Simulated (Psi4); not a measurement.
CH₃O, doublet, at a GFN2-xTB geometry. Base run: HF/6-311G** (Psi4 1.11).

Input for Psi4:
```
memory 2 GB

molecule mol {
0 2
  C     0.007376   -0.542581   -0.035516
  O    -0.023996    0.767211    0.026174
  H     1.056498   -0.912751    0.044622
  H    -0.435222   -0.988122    0.886279
  H    -0.473558   -0.981330   -0.927194
}

set basis 6-311g**
set reference uhf
set stability_analysis check
set scf_type pk

energy('scf')
print_variables()
```

The bond that is stretched is that between atoms 5 and 1. A test that says stable can miss a lower solution.

Variants of this job, named by their change:

```csv
change,ΔE vs base (eV),<S^2>
base,0.00,0.760
stability_analysis = follow; reference = uhf,0.00,0.760
bond × 1.25,1.03,0.780
stability_analysis = follow; reference = uhf; bond × 1.25,0.88,0.760
bond × 1.5,2.18,0.969
stability_analysis = follow; reference = uhf; bond × 1.5,2.18,0.969
bond × 1.8,2.82,1.209
stability_analysis = follow; reference = uhf; bond × 1.8,2.82,1.209
bond × 2.2,3.78,0.757
stability_analysis = follow; reference = uhf; bond × 2.2,3.05,1.318
bond × 3.0,3.71,0.750
stability_analysis = follow; reference = uhf; bond × 3.0,3.10,1.357
```

Psi4 reported an instability in these rows: bond × 1.25; stability_analysis = follow; reference = uhf; bond × 1.25; bond × 2.2; stability_analysis = follow; reference = uhf; bond × 2.2; bond × 3.0; stability_analysis = follow; reference = uhf; bond × 3.0 (restricted rows aren't judged here).

On stretching, the SCF can end on different states; <S^2> shows the spin contamination of each.
